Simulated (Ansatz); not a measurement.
The first iterations of a band of C$_{3}$H$_{7}$BN$_{2}$ (13 atoms, charge 0, multiplicity 1).

Computed with Ansatz 0.2.0, RKS B3LYP/def2-SVP.

* movable images: 7
* climbing image: yes
* spring: 5.0 eV/Å²
* optimiser: quadratic models (default)
* start path: through a guess of the saddle point
* force threshold: 0.05 eV/Å
* iteration limit: 60
* end points: relaxed

First end point:

```xyz
13
Properties=species:S:1:pos:R:3
B -1.176 -1.845 0.154
C -0.768 -0.419 0.426
C 0.283 0.246 -0.183
N 1.067 -0.281 -1.150
C 0.656 1.659 0.169
N 0.227 2.368 1.127
H -0.574 -2.532 -0.651
H -2.110 -2.355 0.727
H -1.325 0.179 1.155
H 1.873 0.219 -1.500
H 0.921 -1.239 -1.447
H 1.409 2.116 -0.501
H -0.461 1.848 1.689
```

Last end point:

```xyz
13
Properties=species:S:1:pos:R:3
B -1.176 -1.988 0.092
C -0.839 -0.599 0.592
C 0.126 0.235 0.056
N 0.861 -0.041 -1.053
C 0.360 1.573 0.681
N 0.955 2.578 0.175
H -0.559 -2.493 -0.827
H -2.055 -2.645 0.596
H -1.374 -0.170 1.446
H 1.755 0.417 -1.182
H 0.760 -0.961 -1.469
H -0.057 1.674 1.695
H 1.263 2.386 -0.788
```

| iteration | highest image above the first end (eV) | largest band force component (eV/Å) |
| --- | --- | --- |
| 1 | 19.366 | 50.060 |
| 2 | 6.510 | 17.379 |
| 3 | 3.360 | 9.865 |
| 4 | 1.048 | 4.029 |
| 5 | 0.205 | 2.166 |

Task: Does the band converge within its limit, and where does its top end?

Result: The run converged. It ended after 15 iterations with the highest image 0.179 eV above the first end. Beside the main top the profile has a ripple of under 15 meV (maxima at images 3, 7), which may be a very shallow well or noise. A vibrational analysis at the climbing image gives one clearly imaginary mode, 136i cm⁻¹: a first-order saddle point.

Time of the run: 6.2 min on 2 threads of Arm Neoverse V1, with other jobs on the host, peak memory 0.3 GiB.
